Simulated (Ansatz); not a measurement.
A CCSD(T) single point on ClFH2HfOSe, SMILES `[OH][Hf]([F])([Cl])[SeH]`.

```yaml
crystal:
  periodic: [false, false, false]
  atoms:
    - {symbol: O, position_ang: [-0.890939, 0.374274, 1.190928]}
    - {symbol: Hf, position_ang: [0.213299, -0.601482, 0.006144]}
    - {symbol: F, position_ang: [1.556327, -1.575417, 0.920307]}
    - {symbol: Cl, position_ang: [-1.083721, -2.113503, -1.236896]}
    - {symbol: Se, position_ang: [1.402009, 1.093884, -1.537645]}
    - {symbol: H, position_ang: [-1.436082, 0.718763, 1.891847]}
    - {symbol: H, position_ang: [0.300306, 2.035481, -1.280287]}
basis:
  gaussian: {orbitals: def2-SVP}
correlation: {method: ccsd_t}
```

```sh
$ ansatz run in.yaml --threads 4 --pin off --events-out ev --progress --plain
```

The program prints (abridged):

```
Functional definition: HF
1149 factors; integrals over basis functions are off by at most 8.3e-4 eV
mean field evaluation 1: about -83860.2828 eV, gradient 4.9e1 eV
mean field evaluation 2: about -83860.3570 eV, gradient 4.9e1 eV
mean field evaluation 4: about -83865.2645 eV, gradient 2.5e0 eV
mean field evaluation 8: about -83865.3136 eV, gradient 2.3e-1 eV
mean field -83865.31396130 eV, -3081.9934421262 hartree, gradient 1.5e-6 eV, S^2 0.000000; 0 other end points of the search recorded, 0 dependent functions left out
16 core orbitals not correlated: weight in the atoms' cores, before any rotation towards them, 1.000 or more for the frozen orbitals, at most 0.000 for the correlated occupied ones
reference -83865.31396130 eV, -3081.9934421262 hartree; 25, 25 occupied and 79, 79 virtual orbitals, 1149 factors
second order -26.26589192 eV of doubles, -0.00000000 eV of singles
cycle   1  -25.87782047 eV  change    3.9e-1 eV  update   1.5e-1
cycle   2  -26.50549367 eV  change   -6.3e-1 eV  update   5.6e-2
cycle   3  -26.68703896 eV  change   -1.8e-1 eV  update   2.7e-2
cycle   4  -26.67656389 eV  change    1.0e-2 eV  update   6.6e-3
cycle   5  -26.66822122 eV  change    8.3e-3 eV  update   2.4e-3
cycle   6  -26.66872454 eV  change   -5.0e-4 eV  update   8.5e-4
cycle   7  -26.66866472 eV  change    6.0e-5 eV  update   2.8e-4
cycle   8  -26.66850570 eV  change    1.6e-4 eV  update   1.1e-4
cycle   9  -26.66857523 eV  change   -7.0e-5 eV  update   3.7e-5
cycle  10  -26.66860339 eV  change   -2.8e-5 eV  update   1.5e-5
perturbative correction -0.72349277 eV, -0.0265878689 hartree
Total energy: -83892.70605746 eV, -3083.0000830932 hartree
```

Run time 14 s (4 threads of a server CPU on a shared host); peak host memory 0.75 GiB.

The correlation energy is -27.392 eV, 2.6 % of it from (T); the T1 diagnostic reads 0.0147.
